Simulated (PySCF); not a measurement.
**Zinc: a sound run and one with changed settings**

Sound run: Zn [Ar] 3d10 4s2, Zn⁺ [Ar] 3d10 4s1. Computed with PySCF 2.14 in Sapporo-DKH3-DZP-2012, with the spin-free X2C one-electron Hamiltonian (Gaussian nucleus). The sound run starts from symmetry-adapted Hartree-Fock orbitals and uses a fine grid where one is needed.

Changed run: radial step 0.8 in ln r (0.13 in the sound run). This setting is unsound on purpose.

```csv
species,method,sound run (hartree),changed run (hartree),converged
Zn,UHF,-1794.22554,-1794.22554,yes
Zn,PBE,-1795.63350,-1795.94388,yes
Zn,TPSS,-1795.88377,-1796.09121,yes
Zn⁺,UHF,-1793.93776,-1793.93776,yes
Zn⁺,PBE,-1795.28613,-1795.58335,yes
Zn⁺,TPSS,-1795.54461,-1795.73470,yes
```

Ionisation energy of Zn:

```
method  sound run (eV)  changed run (eV)
   UHF           7.831             7.831
   PBE           9.452             9.811
  TPSS           9.229             9.701
```

A coarse radial grid mis-integrates the density and the exchange-correlation energy, with errors of either sign; Hartree-Fock needs no grid.

For comparison, NIST gives 9.394 eV between the lowest levels.
